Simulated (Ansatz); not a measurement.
Job for Ansatz (a program for electronic structure): U-B3LYP-D3(BJ)/def2-TZVP on HMg (SMILES [MgH]).

Ansatz 0.2 input:
```yaml
crystal:
  periodic: [false, false, false]
  atoms:
    - {symbol: Mg, position_ang: [0.00000000, 0.00000000, -0.86500000]}
    - {symbol: H, position_ang: [0.00000000, 0.00000000, 0.86500000]}
basis:
  gaussian:
    orbitals: def2-TZVP
hamiltonian:
  xc: b3lyp
  dispersion: d3bj
magnetization: {spin_polarized: true, initial_magnetization: 1}
relax: {f_tol: 0.004, max_steps: 120}
```

Program output:

```
WARN ansatz: RAYON_NUM_THREADS=1 ignored (pool sized by the plan → 1); use --threads N
Functional definition: B3LYP
integrals: 0.01 GiB planned
332 factors; their error is unknown
mean field: 0.09 GiB planned
mean field evaluation 1: about -5458.9857 eV, gradient 9.1e0 eV
mean field evaluation 2: about -5459.2581 eV, gradient 7.2e0 eV
mean field evaluation 4: about -5459.8491 eV, gradient 1.4e-1 eV
mean field evaluation 8: about -5459.8656 eV, gradient 1.7e-2 eV
mean field -5459.86563471 eV, -200.6463612457 hartree, gradient 8.4e-5 eV, S^2 0.754507; 0 other end points of the search recorded, 0 dependent functions left out
the calculation of the forces begins
reference -5459.86581655 eV, -200.6463679281 hartree; 7, 6 occupied and 31, 32 virtual orbitals, 332 factors
relax step   1: F+E_penalty+E_count = -5459.88933764 eV  Δ(F+E_penalty+E_count) = +0.000e0 eV  max|allowed force component| = 9.983e-2 eV/Å  Δτ_max = 0.0000 Å  (24 SCF iters, accepted)
these checks for a lower state are left out or cut short: starts, cluster_reference, orbital_swaps, neighbouring_geometries, increment
integrals: 0.01 GiB planned
332 factors; their error is unknown
mean field: 0.09 GiB planned
mean field evaluation 16: about -5459.8661 eV, gradient 1.2e-1 eV
mean field -5459.86626186 eV, -200.6463842930 hartree, gradient 2.5e-5 eV, S^2 0.754656; 0 other end points of the search recorded, 0 dependent functions left out
the calculation of the forces begins
reference -5459.86644383 eV, -200.6463909803 hartree; 7, 6 occupied and 31, 32 virtual orbitals, 332 factors
relax step   2: F+E_penalty+E_count = -5459.88997925 eV  Δ(F+E_penalty+E_count) = -6.416e-4 eV  max|allowed force component| = 4.907e-3 eV/Å  Δτ_max = 0.0062 Å  (24 SCF iters, accepted)
these checks for a lower state are left out or cut short: starts, cluster_reference, orbital_swaps, neighbouring_geometries, increment
integrals: 0.01 GiB planned
332 factors; their error is unknown
mean field: 0.09 GiB planned
mean field -5459.86626262 eV, -200.6463843209 hartree, gradient 1.6e-5 eV, S^2 0.754664; 0 other end points of the search recorded, 0 dependent functions left out
the calculation of the forces begins
reference -5459.86644460 eV, -200.6463910085 hartree; 7, 6 occupied and 31, 32 virtual orbitals, 332 factors
relax step   3: F+E_penalty+E_count = -5459.88998086 eV  Δ(F+E_penalty+E_count) = -1.607e-6 eV  max|allowed force component| = 2.028e-5 eV/Å  Δτ_max = 0.0003 Å  (20 SCF iters, accepted)
integrals: 0.01 GiB planned
332 factors; their error is unknown
mean field: 0.09 GiB planned
mean field evaluation 32: about -5459.8497 eV, gradient 1.4e-1 eV
mean field -5459.86626262 eV, -200.6463843209 hartree, gradient 1.6e-5 eV, S^2 0.754664; 1 other end points of the search recorded, 0 dependent functions left out
the calculation of the forces begins
reference -5459.86644460 eV, -200.6463910085 hartree; 7, 6 occupied and 31, 32 virtual orbitals, 332 factors
Total energy: -5459.89016284 eV, -200.6472626377 hartree
Atom 0 at    -0.000000    -0.000000    -0.871501 Å, force    -0.000000    -0.000000     0.000020 eV/Å
Atom 1 at     0.000000     0.000000     0.871501 Å, force     0.000000     0.000000    -0.000020 eV/Å
Dipole moment:     0.000000     0.000000    -0.285706 e Å
```

The run converged.

Cost: roughly 0.9 core-seconds.
